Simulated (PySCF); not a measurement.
# Exercise with solution: chemical shift, span and skew from a shielding tensor

C3H6BNO, SMILES OB(N)C#CC. Atoms are numbered in the order given.

```xyz
12

C      3.0210     0.0498     0.3691
C      1.5664     0.0263     0.1924
C      0.3594     0.0014     0.0473
B     -1.1844    -0.0073    -0.1516
N     -1.9622    -1.0683     0.3475
O     -1.8162     1.0186    -0.8169
H      3.4175     1.0699     0.2475
H      3.5126    -0.5983    -0.3733
H      3.2997    -0.3093     1.3720
H     -2.9670    -1.0964     0.2308
H     -1.5651    -1.8524     0.8445
H     -1.1916     1.6869    -1.1136
```
Charge 0, spin multiplicity 1.

Coordinates come from a ωB97X-D3(BJ)/def2-SVP optimisation. The structure was generated by enumeration, and PubChem lists no compound with its InChIKey, so it may never have been made. The values are those of a single conformer.

GIAO shieldings from HF/pcSseg-1 (PySCF), non-relativistic, no solvent. The symmetric part of the tensor of C1 has the principal values 180.2, 180.8, 197.6 ppm. The same nucleus in TMS has σ = 192.6 ppm at this level (PySCF, at its B3LYP-D3(BJ)/def2-TZVP geometry).

### Question
Work out the isotropic shielding, the ¹³C shift against TMS, the span and the skew.

### Answer

σ(iso) = (σ11 + σ22 + σ33)/3 = 186.2 ppm. δ = σ(ref) − σ(iso) = 192.6 − (186.2) = 6.4 ppm.
Span Ω = σ33 − σ11 = 17.4 ppm. Skew κ = 3(σ(iso) − σ22)/Ω = 0.93. Tumbling in solution averages the tensor to δ; in a static solid the shielding alone would spread this spin-1/2 line over Ω.
